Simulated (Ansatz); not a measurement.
`[OH][AlH][Cl]` + HI → `[OH][AlH][I]` + HCl at 700 K and 1 bar (ligand exchange at the Al–Cl bond).

Calculated with Ansatz (gas phase, PBE0-D4/def2-TZVP geometries, no zero-point term in ΔE). CBS: MP2 limit from def2 TZ/QZ plus the TZ coupled-cluster correction, frozen cores. This one scheme is used for every species. def2 core potentials past Kr. For I outer-core shells are correlated without core-valence functions, which leaves a few kJ/mol of doubt a bond. One conformer a species, not always the lowest.

```tsv
species	CCSD(T)/CBS energy (Eh)	H − E (kJ/mol)	S (J/(mol·K))
`[OH][AlH][Cl]`	-778.29577	104.7	356.1
HI	-298.03592	34.6	231.7
`[OH][AlH][I]`	-615.94705	104.2	377.1
HCl	-460.38127	38.4	211.8
```

H − E and S are ideal-gas, rigid-rotor, harmonic terms from PBE0-D4/def2-TZVP, for one conformer and one mirror image of each species. 1 Eh = 2625.50 kJ/mol, R = 8.31446 J/(mol·K).

Question: By hand: ΔE, ΔH, ΔS and ΔG.

Answer: ΔE = (-615.94705) + (-460.38127) − (-778.29577) − (-298.03592) = 0.00337 Eh = 8.8 kJ/mol. Δ(H − E) = 104.2 + 38.4 − 104.7 − 34.6 = 3.3, so ΔH = 12.1 kJ/mol. ΔS = 377.1 + 211.8 − 356.1 − 231.7 = 1.1 J/(mol·K). ΔG = 12.1 − 700 × (1.1)/1000 = 11.3 kJ/mol.

Question: By hand: the equilibrium constant, and the temperature at which ΔG would vanish if ΔH and ΔS stayed fixed.

Answer: log₁₀ K = −ΔG/(RT ln 10) = -0.8. ΔG = 0 at ΔH/ΔS = 11000 K, far beyond where these terms or the molecules hold.

The number of gas molecules stays the same, so ΔS is small and ΔH decides. A doubt of 5 kJ/mol in ΔE shifts log₁₀ K by 0.4 here. Other conformers and mirror images would add mixing entropy, several J/(mol·K) or more a flexible species. These are equilibria of isolated gas molecules and say nothing of rates. Largest T1 diagnostic: 0.011 (customary marks: 0.02 for closed shells, 0.045 for open ones).
